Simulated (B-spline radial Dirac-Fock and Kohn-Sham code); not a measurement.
# What relativity does to the binding energies of Hg⁷⁺

System: mercury as Hg⁷⁺, [Xe] 4f14 5d5.

Both columns are ΔSCF binding energies of the configuration average from a radial finite-basis atomic code: non-relativistic Hartree-Fock with a point nucleus, and Dirac-Fock with a finite nucleus and the Coulomb interaction alone, averaged over the two j levels with weights 2j+1.

```tsv
shell	Hartree-Fock (eV)	Dirac-Fock (eV)	shift (eV)	shift (%)
1s	75642.7	83674.0	+8031.28	+10.62
2s	12871.2	15030.4	+2159.25	+16.78
2p	12362.6	13090.8	+728.26	+5.89
3s	3161.8	3703.1	+541.32	+17.12
3p	2921.6	3126.4	+204.84	+7.01
3d	2478.0	2457.2	-20.77	-0.84
4s	794.8	932.1	+137.25	+17.27
4p	689.5	738.4	+48.93	+7.10
4d	496.4	489.9	-6.49	-1.31
4f	235.4	219.1	-16.28	-6.92
5s	213.8	241.2	+27.39	+12.81
5p	175.4	183.4	+7.98	+4.55
5d	116.1	114.0	-2.06	-1.77
```

Relativity binds 1s, 2s, 2p, 3s, 3p, 4s, 4p, 5s, 5p more strongly, among those listed most of all 4s in relative terms, and 3d, 4d, 4f, 5d more weakly, because the contracted s and p shells screen the nucleus better.

Values without a named source are computed, but for edge energies of neutral atoms, which are taken from tables.
